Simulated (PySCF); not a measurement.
**Relaxation of singlet Lu₂Te**

Computed with PySCF, PBE0, basis Te def2-TZVP with ECP28, Lu def2-TZVP with ECP28 (scalar-relativistic core potentials, no spin–orbit coupling, density fitting). A (50,194) grid was used.

A hand-made linear start, of D∞h symmetry, held to at least that symmetry:

```xyz
3
charge 0 multiplicity 1, angstrom
Te    0.0000    0.0000    0.0000
Lu    0.0000    0.0000    2.9800
Lu    0.0000    0.0000   -2.9800
```

Task: What does it relax to?

Result: It ends at D∞h with Te–Lu 2.802 Å (×2); Lu–Te–Lu 180.0° (after a last refinement on a finer grid). A frequency run shows 2 imaginary modes (one degenerate set), down to 17i cm⁻¹, so it is a higher-order saddle point. Other isomers or separated fragments may lie lower.

Task: How much energy is released, and in how many steps?

Result: 19.8 kJ/mol in 4 steps.

Stability towards spin polarisation was not tested.
